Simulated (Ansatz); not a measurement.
```yaml
crystal:
  periodic: [false, false, false]
  atoms:
    - {symbol: B, position_ang: [-1.075596, 0.723947, 0.279630]}
    - {symbol: O, position_ang: [-0.284243, 0.897156, 0.047284]}
    - {symbol: C, position_ang: [0.174523, 0.104962, -0.044016]}
    - {symbol: C, position_ang: [0.095446, -0.802662, -0.003241]}
    - {symbol: Si, position_ang: [1.298861, -0.382991, -0.255399]}
    - {symbol: H, position_ang: [-1.652810, 1.350184, 0.354193]}
    - {symbol: H, position_ang: [-1.392631, 0.101452, 0.335041]}
    - {symbol: H, position_ang: [-0.370520, -1.122396, 0.141343]}
    - {symbol: H, position_ang: [1.432418, -0.532203, -1.083346]}
    - {symbol: H, position_ang: [1.773848, -0.416206, 0.340646]}
basis:
  gaussian: {orbitals: def2-TZVPP, fitting: {mean_field: cc-pVTZ-jkfit}, nuclear_model: gaussian}
hamiltonian: {xc: {name: HF}}
correlation: {method: rpa}
accuracy: high
scf: {lower_state_search: off}
```

```sh
$ ansatz run in.yaml --threads 2 --pin off --events-out ev --progress --plain --max-ram 4352MiB
```

Output, abridged:

```
Functional definition: HF
587 factors; integrals over basis functions are off by at most 8.6e-1 eV
mean field evaluation 1: about -12582.0861 eV, gradient 9.6e1 eV
mean field evaluation 2: about -12591.6392 eV, gradient 5.3e1 eV
mean field evaluation 4: about -12596.0098 eV, gradient 1.6e0 eV
mean field evaluation 8: about -12596.0167 eV, gradient 3.1e-8 eV
mean field -12596.01668467 eV, -462.8950752748 hartree, gradient 3.1e-8 eV, S^2 0.000000; 0 other end points of the search recorded, 0 dependent functions left out
9 core orbitals not correlated: weight in the atoms' cores, before any rotation towards them, 0.999 or more for the frozen orbitals, at most 0.001 for the correlated occupied ones
reference -12596.01668467 eV, -462.8950752748 hartree; 13, 13 occupied and 214, 214 virtual orbitals, 587 factors
Total energy: -12621.28077858 eV, -463.8235136014 hartree
Checks for a lower state left out: stability, starts, cluster_reference, orbital_swaps, neighbouring_geometries, increment
```

Task: Something in this input is off. What?

Result: The geometry is squeezed to about two thirds of its size. Self-consistency was reached. The result belongs to that input, not to the molecule as meant.
